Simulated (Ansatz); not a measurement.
Nudged elastic band run: C2H3AlO2

The input (input.yaml):

```yaml
crystal:
  periodic: [false, false, false]
  atoms:
    - { symbol: C, position_ang: [1.549693, 1.125527, 0.458927] }
    - { symbol: C, position_ang: [0.578258, 0.239516, 0.193257] }
    - { symbol: O, position_ang: [0.575145, -1.17769, 0.427034] }
    - { symbol: Al, position_ang: [-0.960822, -0.709554, -0.303458] }
    - { symbol: O, position_ang: [-2.399416, -1.484154, -0.786722] }
    - { symbol: H, position_ang: [2.499434, 0.797231, 0.916681] }
    - { symbol: H, position_ang: [1.413039, 2.190791, 0.224328] }
    - { symbol: H, position_ang: [-3.163131, -1.038666, -1.185848] }
basis:
  gaussian: { orbitals: def2-SVP }
hamiltonian:
  xc: revpbe
  dispersion: d4
neb:
  order_check: false
  images: 7
  f_tol: 0.05
  max_iterations: 60
  final_atoms:
    - { symbol: C, position_ang: [1.55146189, 1.12506173, 0.45743846] }
    - { symbol: C, position_ang: [0.57818139, 0.24107942, 0.19121741] }
    - { symbol: O, position_ang: [0.56787416, -1.17383465, 0.43884061] }
    - { symbol: Al, position_ang: [-0.96088674, -0.70783216, -0.30660843] }
    - { symbol: O, position_ang: [-2.39924314, -1.48475076, -0.78690148] }
    - { symbol: H, position_ang: [1.42208378, 2.18892557, 0.21262171] }
    - { symbol: H, position_ang: [2.49522, 0.79653107, 0.92717793] }
    - { symbol: H, position_ang: [-3.16249134, -1.04217922, -1.18958722] }
  initial_path:
    images:
      - { positions_ang: [[1.549693, 1.125527, 0.458927], [0.578258, 0.239516, 0.193257], [0.575145, -1.17769, 0.427034], [-0.960822, -0.709554, -0.303458], [-2.399416, -1.484154, -0.786722], [2.499434, 0.797231, 0.916681], [1.413039, 2.190791, 0.224328], [-3.163131, -1.038666, -1.185848]] }
      - { positions_ang: [[1.52716273, 1.10123238, 0.4119265], [0.58342587, 0.19040955, 0.25053713], [0.4704479, -1.16132185, 0.63322119], [-0.89740831, -0.75343963, -0.26994927], [-2.33181029, -1.44529733, -0.92936877], [2.4709106, 0.83772243, 0.64036111], [1.35961928, 2.1499258, 0.35218154], [-3.09014779, -0.97623035, -1.14471043]] }
      - { positions_ang: [[1.50463246, 1.07693777, 0.364926], [0.58859375, 0.14130311, 0.30781726], [0.3657508, -1.14495371, 0.83940837], [-0.83399462, -0.79732526, -0.23644053], [-2.26420458, -1.40644067, -1.07201554], [2.4423872, 0.87821386, 0.36404122], [1.30619957, 2.10906059, 0.48003507], [-3.01716458, -0.91379469, -1.10357287]] }
      - { positions_ang: [[1.48210219, 1.05264315, 0.31792551], [0.59376162, 0.09219666, 0.36509739], [0.2610537, -1.12858556, 1.04559556], [-0.77058093, -0.84121089, -0.2029318], [-2.19659887, -1.367584, -1.2146623], [2.41386381, 0.91870529, 0.08772133], [1.25277985, 2.06819539, 0.60788861], [-2.94418138, -0.85135904, -1.0624353]] }
      - { positions_ang: [[1.45957192, 1.02834854, 0.27092501], [0.59892949, 0.04309022, 0.42237753], [0.1563566, -1.11221741, 1.25178275], [-0.70716723, -0.88509652, -0.16942306], [-2.12899316, -1.32872733, -1.35730907], [2.38534041, 0.95919672, -0.18859856], [1.19936014, 2.02733019, 0.73574215], [-2.87119817, -0.78892339, -1.02129773]] }
      - { positions_ang: [[1.48254441, 1.05252684, 0.31755337], [0.59374247, 0.09258752, 0.3645875], [0.25923599, -1.12762172, 1.04854721], [-0.77059711, -0.84078043, -0.2037194], [-2.19655566, -1.36773319, -1.21470717], [2.14452625, 1.26662893, -0.08829349], [1.5233251, 1.71963041, 0.78360109], [-2.94402146, -0.85223735, -1.0633701]] }
      - { positions_ang: [[1.5055169, 1.07670514, 0.36418173], [0.58855544, 0.14208482, 0.30679747], [0.36211538, -1.14302603, 0.84531168], [-0.83402699, -0.79646434, -0.23801574], [-2.26411815, -1.40673905, -1.07210527], [1.9037121, 1.57406114, 0.01201158], [1.84729007, 1.41193063, 0.83146004], [-3.01684476, -0.9155513, -1.10544248]] }
      - { positions_ang: [[1.5284894, 1.10088343, 0.41081009], [0.58336842, 0.19158212, 0.24900744], [0.46499477, -1.15843034, 0.64207615], [-0.89745686, -0.75214825, -0.27231208], [-2.33168065, -1.44574491, -0.92950337], [1.66289794, 1.88149336, 0.11231664], [2.17125503, 1.10423085, 0.87931898], [-3.08966805, -0.97886526, -1.14751485]] }
      - { positions_ang: [[1.55146189, 1.12506173, 0.45743846], [0.57818139, 0.24107942, 0.19121741], [0.56787416, -1.17383465, 0.43884061], [-0.96088674, -0.70783216, -0.30660843], [-2.39924314, -1.48475076, -0.78690148], [1.42208378, 2.18892557, 0.21262171], [2.49522, 0.79653107, 0.92717793], [-3.16249134, -1.04217922, -1.18958722]] }
```

Launched with:

```bash
$ ansatz run input.yaml --threads 1 --pin off --max-ram 2048MiB --backend cpu --events-out ev --progress --plain --runs-dir out
```

Output, in part (warnings, iteration lines, the closing report on the highest movable image, with atoms numbered from 0):

```
NEB end point (image 0): max|allowed force component| = 7.155e-3 eV/Å (the criterion of neb.relax_end_points is 1.000e-2)
NEB end point (image 8): max|allowed force component| = 1.261e-2 eV/Å (the criterion of neb.relax_end_points is 1.000e-2)
NEB iter   1: max|band force component| = 5.218e1 eV/Å  barrier→ = 16.6796 eV  barrier← = 16.6796 eV  Δτ_max = 0.2000 Å  (525 SCF iters)
NEB iter   2: max|band force component| = 7.221e0 eV/Å  barrier→ = 4.0883 eV  barrier← = 4.0883 eV  Δτ_max = 0.1995 Å  (278 SCF iters)
NEB iter   3: max|band force component| = 5.105e0 eV/Å  barrier→ = 2.7390 eV  barrier← = 2.7390 eV  Δτ_max = 0.1769 Å  (275 SCF iters)
NEB iter   4: max|band force component| = 2.337e0 eV/Å  barrier→ = 2.3089 eV  barrier← = 2.3088 eV  Δτ_max = 0.1886 Å  (231 SCF iters)
NEB iter   5: max|band force component| = 9.580e-1 eV/Å  barrier→ = 1.9726 eV  barrier← = 1.9725 eV  Δτ_max = 0.1290 Å  (232 SCF iters)
NEB iter   6: max|band force component| = 7.452e-1 eV/Å  barrier→ = 1.8456 eV  barrier← = 1.8456 eV  Δτ_max = 0.1901 Å  (233 SCF iters)
NEB iter   7: max|band force component| = 1.054e0 eV/Å  barrier→ = 1.6452 eV  barrier← = 1.6452 eV  Δτ_max = 0.0992 Å  (229 SCF iters)
NEB iter   8: max|band force component| = 7.346e-1 eV/Å  barrier→ = 1.5303 eV  barrier← = 1.5302 eV  Δτ_max = 0.0989 Å  (218 SCF iters)
NEB iter   9: max|band force component| = 8.323e-1 eV/Å  barrier→ = 1.4023 eV  barrier← = 1.4023 eV  Δτ_max = 0.0987 Å  (223 SCF iters)
NEB iter  10: max|band force component| = 9.559e-1 eV/Å  barrier→ = 1.2952 eV  barrier← = 1.2951 eV  Δτ_max = 0.0980 Å  (219 SCF iters)
NEB iter  11: max|band force component| = 7.546e-1 eV/Å  barrier→ = 1.1792 eV  barrier← = 1.1792 eV  Δτ_max = 0.0985 Å  (221 SCF iters)
NEB iter  12: max|band force component| = 8.995e-1 eV/Å  barrier→ = 1.0790 eV  barrier← = 1.0789 eV  Δτ_max = 0.0496 Å  (222 SCF iters)
NEB iter  13: max|band force component| = 8.138e-1 eV/Å  barrier→ = 1.0091 eV  barrier← = 1.0090 eV  Δτ_max = 0.0987 Å  (227 SCF iters)
NEB iter  14: max|band force component| = 9.271e-1 eV/Å  barrier→ = 0.8748 eV  barrier← = 0.8748 eV  Δτ_max = 0.0985 Å  (228 SCF iters)
NEB iter  15: max|band force component| = 9.810e-1 eV/Å  barrier→ = 0.7784 eV  barrier← = 0.7784 eV  Δτ_max = 0.1979 Å  (233 SCF iters)
NEB iter  16: max|band force component| = 1.628e0 eV/Å  barrier→ = 0.6159 eV  barrier← = 0.6158 eV  Δτ_max = 0.1001 Å  (253 SCF iters)
NEB iter  17: max|band force component| = 6.764e-1 eV/Å  barrier→ = 0.6627 eV  barrier← = 0.6627 eV  Δτ_max = 0.1989 Å  (230 SCF iters)
NEB iter  18: max|band force component| = 2.411e0 eV/Å  barrier→ = 0.6711 eV  barrier← = 0.6711 eV  Δτ_max = 0.1011 Å  (248 SCF iters)
NEB iter  19: max|band force component| = 3.172e0 eV/Å  barrier→ = 0.6084 eV  barrier← = 0.6084 eV  Δτ_max = 0.0516 Å  (237 SCF iters)
NEB iter  20: max|band force component| = 1.013e0 eV/Å  barrier→ = 0.5626 eV  barrier← = 0.5625 eV  Δτ_max = 0.1008 Å  (218 SCF iters)
NEB iter  21: max|band force component| = 8.034e-1 eV/Å  barrier→ = 0.4861 eV  barrier← = 0.4861 eV  Δτ_max = 0.1005 Å  (238 SCF iters)
NEB iter  22: max|band force component| = 6.799e-1 eV/Å  barrier→ = 0.3916 eV  barrier← = 0.3916 eV  Δτ_max = 0.1025 Å  (227 SCF iters)
NEB iter  23: max|band force component| = 2.546e0 eV/Å  barrier→ = 0.3997 eV  barrier← = 0.3997 eV  Δτ_max = 0.0509 Å  (228 SCF iters)
NEB iter  24: max|band force component| = 5.924e-1 eV/Å  barrier→ = 0.3951 eV  barrier← = 0.3951 eV  Δτ_max = 0.1001 Å  (217 SCF iters)
NEB iter  25: max|band force component| = 4.113e-1 eV/Å  barrier→ = 0.4022 eV  barrier← = 0.4022 eV  CI = image 7  Δτ_max = 0.1001 Å  (222 SCF iters)
NEB iter  26: max|band force component| = 7.599e-1 eV/Å  barrier→ = 0.4567 eV  barrier← = 0.4567 eV  CI = image 7  Δτ_max = 0.0514 Å  (228 SCF iters)
NEB iter  27: max|band force component| = 8.782e-1 eV/Å  barrier→ = 0.4649 eV  barrier← = 0.4649 eV  CI = image 7  Δτ_max = 0.0510 Å  (215 SCF iters)
NEB iter  28: max|band force component| = 5.947e-1 eV/Å  barrier→ = 0.4529 eV  barrier← = 0.4528 eV  CI = image 7  Δτ_max = 0.0510 Å  (218 SCF iters)
NEB iter  29: max|band force component| = 5.040e-1 eV/Å  barrier→ = 0.4423 eV  barrier← = 0.4423 eV  CI = image 7  Δτ_max = 0.0513 Å  (218 SCF iters)
NEB iter  30: max|band force component| = 2.333e-1 eV/Å  barrier→ = 0.4358 eV  barrier← = 0.4357 eV  CI = image 7  Δτ_max = 0.1008 Å  (219 SCF iters)
NEB iter  31: max|band force component| = 4.485e-1 eV/Å  barrier→ = 0.4318 eV  barrier← = 0.4318 eV  CI = image 7  Δτ_max = 0.0502 Å  (222 SCF iters)
NEB iter  32: max|band force component| = 3.537e-1 eV/Å  barrier→ = 0.4312 eV  barrier← = 0.4312 eV  CI = image 7  Δτ_max = 0.0509 Å  (219 SCF iters)
NEB iter  33: max|band force component| = 4.075e-1 eV/Å  barrier→ = 0.4308 eV  barrier← = 0.4308 eV  CI = image 7  Δτ_max = 0.0252 Å  (218 SCF iters)
NEB iter  34: max|band force component| = 3.650e-1 eV/Å  barrier→ = 0.4307 eV  barrier← = 0.4307 eV  CI = image 7  Δτ_max = 0.0252 Å  (223 SCF iters)
NEB iter  35: max|band force component| = 1.888e-1 eV/Å  barrier→ = 0.4307 eV  barrier← = 0.4307 eV  CI = image 7  Δτ_max = 0.0250 Å  (215 SCF iters)
NEB iter  36: max|band force component| = 2.217e-1 eV/Å  barrier→ = 0.4307 eV  barrier← = 0.4307 eV  CI = image 7  Δτ_max = 0.0250 Å  (216 SCF iters)
NEB iter  37: max|band force component| = 2.541e-1 eV/Å  barrier→ = 0.4307 eV  barrier← = 0.4307 eV  CI = image 7  Δτ_max = 0.0250 Å  (212 SCF iters)
NEB iter  38: max|band force component| = 2.853e-1 eV/Å  barrier→ = 0.4307 eV  barrier← = 0.4307 eV  CI = image 7  Δτ_max = 0.0250 Å  (206 SCF iters)
NEB iter  39: max|band force component| = 3.090e-1 eV/Å  barrier→ = 0.4307 eV  barrier← = 0.4307 eV  CI = image 7  Δτ_max = 0.0251 Å  (209 SCF iters)
NEB iter  40: max|band force component| = 3.090e-1 eV/Å  barrier→ = 0.4307 eV  barrier← = 0.4307 eV  CI = image 7  Δτ_max = 0.0498 Å  (206 SCF iters)
NEB iter  41: max|band force component| = 3.284e-1 eV/Å  barrier→ = 0.4307 eV  barrier← = 0.4307 eV  CI = image 7  Δτ_max = 0.0502 Å  (206 SCF iters)
NEB iter  42: max|band force component| = 3.892e-1 eV/Å  barrier→ = 0.4307 eV  barrier← = 0.4307 eV  CI = image 7  Δτ_max = 0.0252 Å  (210 SCF iters)
NEB iter  43: max|band force component| = 3.855e-1 eV/Å  barrier→ = 0.4307 eV  barrier← = 0.4307 eV  CI = image 7  Δτ_max = 0.0251 Å  (208 SCF iters)
NEB iter  44: max|band force component| = 3.716e-1 eV/Å  barrier→ = 0.4307 eV  barrier← = 0.4307 eV  CI = image 7  Δτ_max = 0.0250 Å  (206 SCF iters)
NEB iter  45: max|band force component| = 3.606e-1 eV/Å  barrier→ = 0.4307 eV  barrier← = 0.4307 eV  CI = image 7  Δτ_max = 0.0500 Å  (206 SCF iters)
NEB iter  46: max|band force component| = 2.940e-1 eV/Å  barrier→ = 0.4307 eV  barrier← = 0.4307 eV  CI = image 7  Δτ_max = 0.1030 Å  (207 SCF iters)
NEB iter  47: max|band force component| = 3.873e-1 eV/Å  barrier→ = 0.4307 eV  barrier← = 0.4307 eV  CI = image 7  Δτ_max = 0.0506 Å  (210 SCF iters)
NEB iter  48: max|band force component| = 3.663e-1 eV/Å  barrier→ = 0.4307 eV  barrier← = 0.4307 eV  CI = image 7  Δτ_max = 0.0503 Å  (204 SCF iters)
NEB iter  49: max|band force component| = 2.138e-1 eV/Å  barrier→ = 0.4307 eV  barrier← = 0.4307 eV  CI = image 7  Δτ_max = 0.0507 Å  (203 SCF iters)
NEB iter  50: max|band force component| = 1.715e-1 eV/Å  barrier→ = 0.4307 eV  barrier← = 0.4307 eV  CI = image 7  Δτ_max = 0.0506 Å  (205 SCF iters)
NEB iter  51: max|band force component| = 6.772e-2 eV/Å  barrier→ = 0.4307 eV  barrier← = 0.4307 eV  CI = image 7  Δτ_max = 0.1011 Å  (205 SCF iters)
NEB iter  52: max|band force component| = 3.105e-1 eV/Å  barrier→ = 0.4307 eV  barrier← = 0.4307 eV  CI = image 7  Δτ_max = 0.0511 Å  (215 SCF iters)
NEB iter  53: max|band force component| = 7.054e-2 eV/Å  barrier→ = 0.4307 eV  barrier← = 0.4307 eV  CI = image 7  Δτ_max = 0.1002 Å  (210 SCF iters)
NEB iter  54: max|band force component| = 2.610e-1 eV/Å  barrier→ = 0.4307 eV  barrier← = 0.4307 eV  CI = image 7  Δτ_max = 0.0502 Å  (207 SCF iters)
NEB iter  55: max|band force component| = 1.080e-1 eV/Å  barrier→ = 0.4307 eV  barrier← = 0.4307 eV  CI = image 7  Δτ_max = 0.0500 Å  (207 SCF iters)
NEB iter  56: max|band force component| = 1.170e-1 eV/Å  barrier→ = 0.4307 eV  barrier← = 0.4307 eV  CI = image 7  Δτ_max = 0.0252 Å  (200 SCF iters)
NEB iter  57: max|band force component| = 1.745e-1 eV/Å  barrier→ = 0.4307 eV  barrier← = 0.4307 eV  CI = image 7  Δτ_max = 0.0126 Å  (203 SCF iters)
NEB iter  58: max|band force component| = 5.891e-2 eV/Å  barrier→ = 0.4307 eV  barrier← = 0.4307 eV  CI = image 7  Δτ_max = 0.0126 Å  (203 SCF iters)
NEB iter  59: max|band force component| = 3.029e-2 eV/Å  barrier→ = 0.4307 eV  barrier← = 0.4307 eV  CI = image 7  Δτ_max = 0.0000 Å  (409 SCF iters)
Total energy: -12803.69631961 eV, -470.5271610885 hartree
Atom 0 at     1.577300     1.043045     0.446798 Å, force     0.000013     0.000016    -0.000001 eV/Å
Atom 1 at     0.688232     0.028959     0.388946 Å, force    -0.000026    -0.000015    -0.000009 eV/Å
Atom 2 at     0.383423    -1.133472     0.758787 Å, force     0.000005    -0.000004     0.000004 eV/Å
Atom 3 at    -1.110237    -0.129601    -0.633342 Å, force     0.000001    -0.000002     0.000008 eV/Å
Atom 4 at    -2.266447    -1.410720    -0.726566 Å, force     0.000002     0.000014    -0.000006 eV/Å
Atom 5 at     1.416073     1.978058    -0.098833 Å, force     0.000000    -0.000000    -0.000001 eV/Å
Atom 6 at     2.481314     0.904766     1.064917 Å, force     0.000005    -0.000000     0.000004 eV/Å
Atom 7 at    -3.077458    -1.338034    -1.256509 Å, force     0.000000    -0.000009     0.000001 eV/Å
Dipole moment:    -0.460881     0.300457    -0.425106 e Å
```

The forces met the threshold. The profile has 2 maxima (images 1, 7) with wells between them (image 4): this band takes more than one step, which may be the mechanism or a detour left from its start path. A vibrational analysis at the climbing image gives one clearly imaginary mode, 201i cm⁻¹: a first-order saddle point.

Final band (atoms are numbered from 1 in the order of the input):

```json
{"image": "0", "path coordinate (Å)": "0.00", "energy (eV)": "0.00", "angle C1–C2–O3 (°)": "128"}
{"image": "1", "path coordinate (Å)": "1.38", "energy (eV)": "0.10", "angle C1–C2–O3 (°)": "138"}
{"image": "2", "path coordinate (Å)": "2.76", "energy (eV)": "0.08", "angle C1–C2–O3 (°)": "178"}
{"image": "3", "path coordinate (Å)": "4.14", "energy (eV)": "0.05", "angle C1–C2–O3 (°)": "179"}
{"image": "4", "path coordinate (Å)": "5.52", "energy (eV)": "0.05", "angle C1–C2–O3 (°)": "180"}
{"image": "5", "path coordinate (Å)": "6.90", "energy (eV)": "0.06", "angle C1–C2–O3 (°)": "180"}
{"image": "6", "path coordinate (Å)": "8.27", "energy (eV)": "0.07", "angle C1–C2–O3 (°)": "178"}
{"image": "7", "path coordinate (Å)": "9.65", "energy (eV)": "0.43", "angle C1–C2–O3 (°)": "147"}
{"image": "8", "path coordinate (Å)": "10.49", "energy (eV)": "0.00", "angle C1–C2–O3 (°)": "128"}
```

The run took 17 min on 1 thread of Intel(R) Xeon(R) Processor @ 2.70GHz (shared host), peak memory 0.17 GiB.
